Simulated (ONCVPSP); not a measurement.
# Before and after: ONCV potential for gallium (Ga)

ONCVPSP 4.0.1 input, shortened (lines: element, Z, core and valence counts, functional; n l f; lmax; l rc ep ncon nbas qcut; lloc lpopt rc5 dvloc0; l nproj debl; icmod fcfact rcfact), LDA (Perdew-Wang 92), scalar-relativistic:

```
  Ga 31.00    3    4  -001012      upf
    1    0    2.00
    2    0    2.00
    2    1    6.00
    3    0    2.00
    3    1    6.00
    3    2   10.00
    4    0    2.00
    2
    0    0.95    0.00    4    8   14.00
    1    1.05    0.00    4    7   14.20
    2    0.70    0.00    5   10   13.10
    2    5    0.70    0.00
    0    2    0.60
    1    2    2.30
    2    0    1.50
    0    0.00    0.00
```

In the p channel the program set the typed energies aside and used -3.933, 0.250 Ha.

Change: s: qcut 11.8; p: qcut 12; d: qcut 11.1.

Cutoffs: the cutoffs (Ha) at which the residual kinetic energy of the hardest occupied pseudo-wave falls to 1 and 0.1 mHa per electron; they do not see the model core or the augmentation charge, which bear on the density cutoff. Errors are all-electron minus pseudo energies relative to the spin-unpolarised reference configuration.

Task: Predict the effect on cutoff, ghosts and configuration errors.

Result: The potential gets neither clearly harder nor softer (751 Ha and 820 Ha → 782 Ha and 848 Ha); a bound ghost appears in p, s, which as a rule spoils a file; the lowest positive-energy flag moves from s at 18.4 eV to none; of the 4 tests that both files solve, the error grows in 1 and shrinks in 3 by more than 15 % and 0.3 meV (median size 9.8 → 1.0 meV); the range in which the s phases agree widens (upper end 0.3 → at the end of the scan).

| quantity | base | changed |
| --- | --- | --- |
| cutoff, loose | 751 Ha | 782 Ha |
| cutoff, tight | 820 Ha | 848 Ha |
| loose cutoff by channel | s 69 Ha, p 59 Ha, d 751 Ha | s 56 Ha, p 54 Ha, d 782 Ha |
| bound ghosts | none | s, p |
| GHOST(+) flags under 300 eV | s at 18.4 eV, p at 138.6 eV | none |
| error for 3s2 3p6 3d10 4s2 4p1, meV [ΔE -5.88 eV] | +4.7 | +0.7 |
| error for 3s2 3p6 3d10 4s1, meV [ΔE 21.50 eV] | -6.1 | -1.0 |
| error for 3s2 3p6 3d10 4s0, meV [ΔE 53.09 eV] | -14 | -1.1 |
| error for 3s1 3p6 3d10 4s2 4p1, meV [ΔE 151.14 eV] | -54 | -89 |
| s: phases at 0.97 bohr within 0.05 rad from the reference energy up to (Ha; the scan ends near 5) | 0.3 | to the end of the scan |
| p: phases at 1.06 bohr within 0.05 rad from the reference energy up to (Ha; the scan ends near 5) | to the end of the scan | to the end of the scan |
| d: phases at 0.71 bohr within 0.05 rad from the reference energy up to (Ha; the scan ends near 5) | to the end of the scan | to the end of the scan |

 A true bound ghost makes a file unfit for plane-wave use even where its test errors are small: the radial tests pick states by their node count and pass the ghost by.
